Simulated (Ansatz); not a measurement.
Geometry optimisation, RKS B3LYP/def2-SVP (Ansatz 0.2.0).

Input:

```yaml
crystal:
  periodic: [false, false, false]
  atoms:
    - { symbol: O, position_ang: [-0.25824, 1.46225, -1.48774] }
    - { symbol: Al, position_ang: [0.781, 1.52034, -0.22008] }
    - { symbol: S, position_ang: [1.20902, -0.14932, 1.14256] }
    - { symbol: Si, position_ang: [-0.36939, -1.55897, 0.73164] }
    - { symbol: H, position_ang: [-0.82507, 1.49939, -2.24572] }
    - { symbol: H, position_ang: [1.50368, 2.81893, 0.06926] }
    - { symbol: H, position_ang: [-1.67449, -0.97678, 1.03709] }
    - { symbol: H, position_ang: [-0.20252, -1.79473, -0.69412] }
    - { symbol: H, position_ang: [-0.16469, -2.77613, 1.51545] }
basis:
  gaussian: { orbitals: def2-SVP }
hamiltonian:
  xc: b3lyp
relax:
  f_tol: 0.015
  max_steps: 40
```

Launched with:

```bash
$ ansatz run input.yaml --threads 2 --pin off --max-ram 3072MiB --backend cpu --events-out ev --progress --plain --runs-dir out
```

**Question.** Where does it end, and by what steps?

**Answer.** The run converged. After 18 steps the energy has fallen by 0.241 eV; O1 moved furthest, 0.36 Å.

```json
{"step": "0", "energy less start (eV)": "0.0000", "largest force component (eV/Å)": "0.751", "accepted": "yes"}
{"step": "1", "energy less start (eV)": "-0.1438", "largest force component (eV/Å)": "0.310", "accepted": "yes"}
{"step": "2", "energy less start (eV)": "-0.1608", "largest force component (eV/Å)": "0.153", "accepted": "yes"}
{"step": "3", "energy less start (eV)": "-0.1640", "largest force component (eV/Å)": "0.056", "accepted": "yes"}
{"step": "4", "energy less start (eV)": "-0.1664", "largest force component (eV/Å)": "0.093", "accepted": "yes"}
{"step": "5", "energy less start (eV)": "-0.1659", "largest force component (eV/Å)": "0.194", "accepted": "no"}
{"step": "6", "energy less start (eV)": "-0.1678", "largest force component (eV/Å)": "0.050", "accepted": "yes"}
{"step": "7", "energy less start (eV)": "-0.1747", "largest force component (eV/Å)": "0.076", "accepted": "yes"}
{"step": "8", "energy less start (eV)": "-0.1772", "largest force component (eV/Å)": "0.146", "accepted": "yes"}
{"step": "9", "energy less start (eV)": "-0.1787", "largest force component (eV/Å)": "0.140", "accepted": "yes"}
{"step": "10", "energy less start (eV)": "-0.2002", "largest force component (eV/Å)": "0.572", "accepted": "yes"}
{"step": "11", "energy less start (eV)": "-0.2179", "largest force component (eV/Å)": "0.740", "accepted": "yes"}
{"step": "12", "energy less start (eV)": "-0.2275", "largest force component (eV/Å)": "0.217", "accepted": "yes"}
{"step": "13", "energy less start (eV)": "-0.2306", "largest force component (eV/Å)": "0.201", "accepted": "yes"}
{"step": "14", "energy less start (eV)": "-0.2154", "largest force component (eV/Å)": "0.628", "accepted": "no"}
{"step": "15", "energy less start (eV)": "-0.2387", "largest force component (eV/Å)": "0.071", "accepted": "yes"}
{"step": "16", "energy less start (eV)": "-0.2407", "largest force component (eV/Å)": "0.021", "accepted": "yes"}
{"step": "17", "energy less start (eV)": "-0.2408", "largest force component (eV/Å)": "0.033", "accepted": "yes"}
{"step": "18", "energy less start (eV)": "-0.2410", "largest force component (eV/Å)": "0.008", "accepted": "yes"}
```

```xyz
9
Properties=species:S:1:pos:R:3
O -0.462 1.221 -1.307
Al 0.783 1.530 -0.187
S 1.145 -0.072 1.253
Si -0.333 -1.544 0.647
H -0.789 1.776 -2.020
H 1.633 2.856 -0.156
H -1.720 -1.018 0.771
H -0.100 -2.021 -0.743
H -0.158 -2.683 1.590
```

Whether the end is a true minimum wasn't checked by a vibrational analysis.

Run time: 44 s on 2 threads of Arm Neoverse V1, with other jobs on the host, peak memory 0.19 GiB.
